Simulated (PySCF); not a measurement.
**Bonding in `CN([SiH2]N)[SiH2]CCS`**

C3H14N2SSi2.
Numbering: `[CH3:1][N:2]([SiH2:3][NH2:4])[SiH2:5][CH2:6][CH2:7][SH:8]` (hydrogens: H9, H10, H11 on C1; H12, H13 on Si3; H14, H15 on N4; H16, H17 on Si5; H18, H19 on C6; H20, H21 on C7; H22 on S8)

Structure used (GFN2-xTB), in Å, numbered top down from 1:
```xyz
22
C3H14N2SSi2 angstrom
C     -1.132   -0.746    1.430
N     -1.000   -0.418    0.024
Si    -2.453   -0.517   -0.926
N     -3.389    0.863   -0.496
Si     0.589   -0.424   -0.655
C      1.743    0.564    0.502
C      2.927    1.120   -0.259
S      3.801   -0.172   -1.204
H     -2.121   -0.470    1.794
H     -0.998   -1.818    1.606
H     -0.389   -0.211    2.020
H     -3.099   -1.809   -0.638
H     -2.110   -0.402   -2.335
H     -4.319    0.965   -0.868
H     -3.343    1.228    0.441
H      1.107   -1.797   -0.787
H      0.500    0.242   -1.949
H      1.213    1.400    0.962
H      2.109   -0.068    1.315
H      2.604    1.832   -1.016
H      3.659    1.602    0.393
H      4.087   -0.943   -0.156
```

Bond orders from the PBE0/pcSseg-1 density (PySCF). Isolated species at its GFN2-xTB geometry (one conformer only).

**Question.** Where do the orders between heavy atoms depart from those drawn in the SMILES?

**Answer.** The largest departure is 0.137, at Si5–C6 (drawn single, 0.863). Drawn single, order below 0.88: Si5–C6 (0.863).

**Question.** Give the Mayer order of every bond, beside its length.

**Answer.** 
```json
{"bond": "C1–N2", "drawn as": "single", "length (Å)": "1.450", "Mayer order": "0.944"}
{"bond": "N2–Si3", "drawn as": "single", "length (Å)": "1.739", "Mayer order": "0.916"}
{"bond": "Si3–N4", "drawn as": "single", "length (Å)": "1.722", "Mayer order": "1.044"}
{"bond": "N2–Si5", "drawn as": "single", "length (Å)": "1.728", "Mayer order": "0.928"}
{"bond": "Si5–C6", "drawn as": "single", "length (Å)": "1.910", "Mayer order": "0.863"}
{"bond": "C6–C7", "drawn as": "single", "length (Å)": "1.513", "Mayer order": "1.036"}
{"bond": "C7–S8", "drawn as": "single", "length (Å)": "1.823", "Mayer order": "1.020"}
{"bond": "C1–H9", "drawn as": "single", "length (Å)": "1.089", "Mayer order": "0.960"}
{"bond": "C1–H10", "drawn as": "single", "length (Å)": "1.095", "Mayer order": "0.962"}
{"bond": "C1–H11", "drawn as": "single", "length (Å)": "1.090", "Mayer order": "0.960"}
{"bond": "Si3–H12", "drawn as": "single", "length (Å)": "1.473", "Mayer order": "0.887"}
{"bond": "Si3–H13", "drawn as": "single", "length (Å)": "1.455", "Mayer order": "0.921"}
{"bond": "N4–H14", "drawn as": "single", "length (Å)": "1.006", "Mayer order": "0.949"}
{"bond": "N4–H15", "drawn as": "single", "length (Å)": "1.007", "Mayer order": "0.948"}
{"bond": "Si5–H16", "drawn as": "single", "length (Å)": "1.473", "Mayer order": "0.923"}
{"bond": "Si5–H17", "drawn as": "single", "length (Å)": "1.458", "Mayer order": "0.952"}
{"bond": "C6–H18", "drawn as": "single", "length (Å)": "1.092", "Mayer order": "0.934"}
{"bond": "C6–H19", "drawn as": "single", "length (Å)": "1.092", "Mayer order": "0.945"}
{"bond": "C7–H20", "drawn as": "single", "length (Å)": "1.089", "Mayer order": "0.940"}
{"bond": "C7–H21", "drawn as": "single", "length (Å)": "1.092", "Mayer order": "0.943"}
{"bond": "S8–H22", "drawn as": "single", "length (Å)": "1.332", "Mayer order": "0.931"}
```

Bonds between the same two heavy elements. N–Si: lowest N2–Si3 (0.916, 1.739 Å), highest Si3–N4 (1.044, 1.722 Å).

**Question.** Sum the orders of all bonds at each heavy atom with more than one neighbour and set the sums beside the valence in the SMILES.

**Answer.** C1 3.826 (drawn 4), N2 2.788 (drawn 3), Si3 3.768 (drawn 4), N4 2.941 (drawn 3), Si5 3.666 (drawn 4), C6 3.778 (drawn 4), C7 3.939 (drawn 4), S8 1.951 (drawn 2). Orders between atoms that aren't bonded are not in these sums.

Mayer orders depend on the basis set.

These values come from a run that also computed NMR shieldings. On an Intel Xeon at 2.50 GHz with one thread, shared host with 64 logical CPUs at a one-minute load of 55, this took 2.2 min of wall time and 1.1 GiB of memory at its peak.
